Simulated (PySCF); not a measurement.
Molfile (atoms numbered from 1):
```
C7H12F2Si
     RDKit          3D

 22 22  0  0  0  0  0  0  0  0999 V2000
    3.2785   -0.4185    0.4530 C   0  0  0  0  0  0  0  0  0  0  0  0
    2.0570    1.0147    0.2378 Si  0  0  0  0  0  4  0  0  0  0  0  0
    0.3134    0.3033    0.0169 C   0  0  0  0  0  0  0  0  0  0  0  0
    0.0539   -0.9762   -0.2220 C   0  0  0  0  0  0  0  0  0  0  0  0
   -1.3162   -1.5400   -0.4533 C   0  0  1  0  0  0  0  0  0  0  0  0
   -1.4374   -2.7470    0.2210 F   0  0  0  0  0  0  0  0  0  0  0  0
   -2.4155   -0.5875    0.0009 C   0  0  0  0  0  0  0  0  0  0  0  0
   -2.1035    0.8112   -0.5171 C   0  0  0  0  0  0  0  0  0  0  0  0
   -0.8067    1.2982    0.1182 C   0  0  2  0  0  0  0  0  0  0  0  0
   -0.4190    2.4879   -0.4839 F   0  0  0  0  0  0  0  0  0  0  0  0
    4.2709   -0.0389    0.6718 H   0  0  0  0  0  0  0  0  0  0  0  0
    2.9903   -1.0743    1.2693 H   0  0  0  0  0  0  0  0  0  0  0  0
    3.3527   -1.0213   -0.4471 H   0  0  0  0  0  0  0  0  0  0  0  0
    2.0404    1.8579    1.4403 H   0  0  0  0  0  0  0  0  0  0  0  0
    2.3918    1.8144   -0.9439 H   0  0  0  0  0  0  0  0  0  0  0  0
    0.8512   -1.7031   -0.2671 H   0  0  0  0  0  0  0  0  0  0  0  0
   -1.4325   -1.7960   -1.5184 H   0  0  0  0  0  0  0  0  0  0  0  0
   -2.4414   -0.5844    1.0932 H   0  0  0  0  0  0  0  0  0  0  0  0
   -3.3853   -0.9300   -0.3625 H   0  0  0  0  0  0  0  0  0  0  0  0
   -1.9734    0.7921   -1.6016 H   0  0  0  0  0  0  0  0  0  0  0  0
   -2.9160    1.5008   -0.2834 H   0  0  0  0  0  0  0  0  0  0  0  0
   -0.9635    1.5560    1.1763 H   0  0  0  0  0  0  0  0  0  0  0  0
  1  2  1  0
  2  3  1  0
  3  4  2  0
  4  5  1  0
  5  6  1  0
  5  7  1  0
  7  8  1  0
  8  9  1  0
  9 10  1  0
  9  3  1  0
  1 11  1  0
  1 12  1  0
  1 13  1  0
  2 14  1  0
  2 15  1  0
  4 16  1  0
  5 17  1  6
  7 18  1  0
  7 19  1  0
  8 20  1  0
  8 21  1  0
  9 22  1  1
M  END
```

PySCF 2.14.0 with density-fitted response routines calculation with geometry from GFN2-xTB and PBE0/pcSseg-1 with gauge-including orbitals; no solvent model, relativity neglected, one conformer, rapidly exchanging positions averaged.

Chemical shifts δ = σref − σ; 13C and 1H and 29Si against TMS; 19F vs CFCl3, all at this level.

| atoms | nucleus | count | δ (ppm) |
| --- | --- | --- | --- |
| F6 | 19F | 1 | -205.5 |
| C9 | 13C | 1 | ? |
| H21 | 1H | 1 | 2.29 |
| C5 | 13C | 1 | 92.1 |
| C8 | 13C | 1 | 32.9 |
| F10 | 19F | 1 | -204.3 |
| C4 | 13C | 1 | 147.4 |
| C3 | 13C | 1 | ? |
| H17 | 1H | 1 | 5.39 |
| H18 | 1H | 1 | ? |
| C1 | 13C | 1 | ? |
| H22 | 1H | 1 | 5.40 |
| H20 | 1H | 1 | ? |
| Si2 | 29Si | 1 | ? |
| H19 | 1H | 1 | 2.30 |
| H15 | 1H | 1 | 4.59 |
| H16 | 1H | 1 | 6.33 |
| C7 | 13C | 1 | 32.4 |
| H11/H12/H13 | 1H | 3 | 0.23 |
| H14 | 1H | 1 | 4.51 |

Question: Estimate the values marked ?.

Answer: 
- C3: 150.7 ppm, fully substituted alkene carbon; an sp2 carbon of a C=C bond
- C9: 95.1 ppm, allylic sp3 CH bonded to F; deshielded by the electronegative neighbour
- C1: -9.6 ppm, methyl carbon bonded to Si; an electropositive neighbour leaves it electron-rich and shielded
- H18: 1.78 ppm, hydrogen on an sp3 CH2 in a ring
- H20: 1.76 ppm, hydrogen on an sp3 CH2 in a ring
- Si2: -52.4 ppm, silicon bonded to 2 C, 2 H

Shifts are as computed. Against solution values, carbons near 30 ppm lie about +3 ppm off and those near 130 ppm about +5 ppm. Of 1309 compounds with measured shifts, 239 miss one by over three times the rms of a fit or turn the order of signals round; such compounds aren't used in these exercises. Unscaled 19F shifts against computed CFCl3 carry errors that often reach 10 to 50 ppm.
